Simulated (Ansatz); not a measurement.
`F[SiH2][O][GeH2][Cl]` + CH₃SH → `S[CH2][GeH2][Cl]` + `O[SiH2]F`  (formal exchange of groups at a Ge–O bond)

Program: Ansatz. Geometries: PBE0-D4/def2-TZVP. ΔE: electronic, gas phase. CCSD(T)/CBS adds triple-zeta CCSD(T) − MP2 to the extrapolated MP2 energy (def2 sets, frozen cores). This one scheme is used for every species. DFT in def2-TZVPP. For Ge outer-core shells are correlated without core-valence functions, which leaves a few kJ/mol of doubt a bond. Scalar relativity is left out up to krypton. One conformer a species, not always the lowest.

```csv
species,PBE-D4 energy (Eh)
`F[SiH2][O][GeH2][Cl]`,-3003.61864
CH₃SH,-438.49793
`S[CH2][GeH2][Cl]`,-2975.86312
`O[SiH2]F`,-466.23541
```

Q: Work out ΔE.

A: ΔE = (-2975.86312) + (-466.23541) − (-3003.61864) − (-438.49793) = 0.01804 Eh = +11.3 kcal/mol. CCSD(T)/CBS gives +12.5 kcal/mol.

Largest T1 diagnostic among the species: 0.011.

Leaving LDA and LC-ωPBE aside and taking each functional with its dispersion term where it has one, the values, not all of them listed here, spread over 4.5 kcal/mol, from PBE-D4 to BHLYP-D4. LDA lies −2.0 kcal/mol from PBE without D4. From PBE to PBE0 (25 % exact exchange), in def2-TZVPP and without D4, ΔE moves by +0.7 kcal/mol. In def2-TZVPP, CCSD(T) changes the Hartree–Fock value by −5.9 kcal/mol (the triples alone add −0.7 kcal/mol) and MP2 by −6.7 kcal/mol.
